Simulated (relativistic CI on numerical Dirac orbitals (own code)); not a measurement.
Calculated at this level of theory: Dirac-Coulomb-Breit CI, orbitals from a KLI potential per configuration, QED by a radiative potential, unscaled Slater integrals (own radial code, finite nucleus).

Configurations in the expansion (outside the closed core [Ar] 3d10): 4s²4p⁶4d, 4s²4p⁵4d², 4s²4p⁶4f, 4s4p⁶4d², 4s²4p⁵4d4f, 4s4p⁶4d4f, 4s²4p⁶5s, 4s²4p⁶5p, 4s²4p⁶5d, 4s²4p⁵4d5s, 4p⁶4d²4f, 4s²4p⁶5f, 4s²4p⁵4d5p, 4s²4p⁶5g, 4s4p⁶4f5s, 4s4p⁶4d5s, 4s²4p⁵4d5d, 4s²4p⁶6s, 4p⁶4d³, 4p⁵4d⁴, 4p⁵4d³4f, 4p⁶4d4f², 4p⁵4d²4f², 4p⁶4f³, 4p⁵4d4f³, 4p⁶4f²5s, 4s4p⁶4f², 4s4p⁵4f³, 4s4p⁶4f5p, 4s4p⁵4f²5p, 4p⁶4f²5p. Double excitations out of closed p, d and f shells are left out; levels of such configurations are missing from the list, as are those of other unlisted configurations, and high levels can miss mixing partners. These lack a partner that the ground configuration has and come out too high: 4s²4p⁵4d5s, 4s²4p⁵4d5p, 4s²4p⁵4d5d, 4s²4p⁶5d, 4s²4p⁶5f.

At this charge energies of transitions that change n are usually good to better than 1 %, and those within a shell (Δn = 0) to a few per cent.

Outline of the computed level scheme of Tm XXXIII. Lowest level of each configuration: 4s²4p⁶4d ²D3/2 at 0.000 eV; 4s²4p⁵4d² ⁴D°1/2 at 133.868 eV; 4s²4p⁶4f ²F°5/2 at 188.139 eV.

Some strong electric-dipole decays among the lowest 45 levels: 4s²4p⁵4d² ²D°3/2 → 4s²4p⁶4d ²D3/2 (1.9e+12 s⁻¹); 4s²4p⁵4d² ²P°1/2 → 4s²4p⁶4d ²D3/2 (1.6e+12 s⁻¹); 4s²4p⁵4d² ²F°5/2 → 4s²4p⁶4d ²D3/2 (1.5e+12 s⁻¹); 4s²4p⁵4d² ²D°3/2 → 4s²4p⁶4d ²D3/2 (1.2e+12 s⁻¹); 4s²4p⁵4d² ²P°1/2 → 4s²4p⁶4d ²D3/2 (5.6e+11 s⁻¹); 4s²4p⁵4d² ²D°5/2 → 4s²4p⁶4d ²D5/2 (4.6e+11 s⁻¹); 4s²4p⁵4d² ²P°3/2 → 4s²4p⁶4d ²D5/2 (4.3e+11 s⁻¹); 4s²4p⁶4f ²F°7/2 → 4s²4p⁶4d ²D5/2 (3.4e+11 s⁻¹).

LS names give the leading component of a level, which can be under half, so a name can repeat, a term be missing and a line seem to break the LS rules.
